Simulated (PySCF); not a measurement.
**Polarisability and C₆ of Ta⁺ (tantalum, charge +1)**

[Xe] 4f14 5d3 6s1, high-spin 5F determinant. Computed with PySCF 2.14 in x2c-TZVPPall with one added diffuse shell each of s, p, d, f type (12s8p8d4f1g, 113 functions), with the spin-free X2C one-electron Hamiltonian (Gaussian nucleus). Coupled (time-dependent) response in atomic units; α is the mean over directions.

```csv
method,mean α (bohr³),C₆ (like pair),S(−4)
PBE0,43.19,377.3,876.1
```

S(−4) is the Cauchy moment in α(ω) = α(0) + S(−4) ω² + …

Spin-orbit coupling is absent.

α(iu) at PBE0:

```tsv
u (hartree)	α(iu) (bohr³)
0	43.19
0.0500	41.13
0.100	36.18
0.200	25.53
0.300	18.35
0.500	11.13
0.750	7.219
1.00	5.217
1.50	3.185
2.00	2.168
3.00	1.189
5.00	0.5079
```

A single London oscillator, α(iu) = α/(1 + u²/ω²), gives C₆ = (3/4) ω α². Matching the computed C₆ needs ω = 4 × 377.3 / (3 × 43.19²) = 0.270 hartree.

For an ion, C₆ is the dispersion term alone; charge-induced terms of lower order in 1/R come first.

Spin-orbit coupling, absent here, splits the open shell strongly.
